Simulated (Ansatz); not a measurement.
`[Cl][Al]([Cl])[I]` and `[Cl][In]([Cl])[I]` differ in one element.

Ansatz, PBE0-D4/def2-TZVP geometries, multiplicity 1. 

Elements past krypton have def2 core potentials.

| property | `[Cl][Al]([Cl])[I]` |
| --- | --- |
| LUMO energy (PBE0/def2-TZVPP) / eV | -1.50 |
| HOMO–LUMO gap (PBE0/def2-TZVPP) / eV | 6.70 |
| HOMO energy (PBE/def2-TZVPP) / eV | -7.04 |
| HOMO–LUMO gap (B3LYP/def2-TZVPP) / eV | 6.19 |
| HOMO–LUMO gap (ωB97M-V/def2-TZVPP) / eV | 10.56 |
| LUMO energy (ωB97M-V/def2-TZVPP) / eV | 0.24 |

(1) What does the change do to each property? (Best estimate.)

Answers

(1) Ansatz gave: 
| property | `[Cl][In]([Cl])[I]` | shift |
| --- | --- | --- |
| LUMO energy (PBE0/def2-TZVPP) / eV | -2.94 | -1.44 |
| HOMO–LUMO gap (PBE0/def2-TZVPP) / eV | 5.37 | -1.33 |
| HOMO energy (PBE/def2-TZVPP) / eV | -7.14 | -0.10 |
| HOMO–LUMO gap (B3LYP/def2-TZVPP) / eV | 4.82 | -1.37 |
| HOMO–LUMO gap (ωB97M-V/def2-TZVPP) / eV | 9.39 | -1.17 |
| LUMO energy (ωB97M-V/def2-TZVPP) / eV | -1.04 | -1.28 |

With PBE0 the HOMO falls by 0.09 eV and the LUMO falls by 1.44 eV, so the gap narrows by about 1.35 eV. PBE moves the HOMO by -0.10 eV and ωB97M-V by -0.11 eV.

B3LYP here is the variant with VWN-RPA as its local correlation; programs differ in this.

Spin–orbit coupling is left out; it splits and shifts lone-pair levels of the heavy atoms by tenths of an eV.
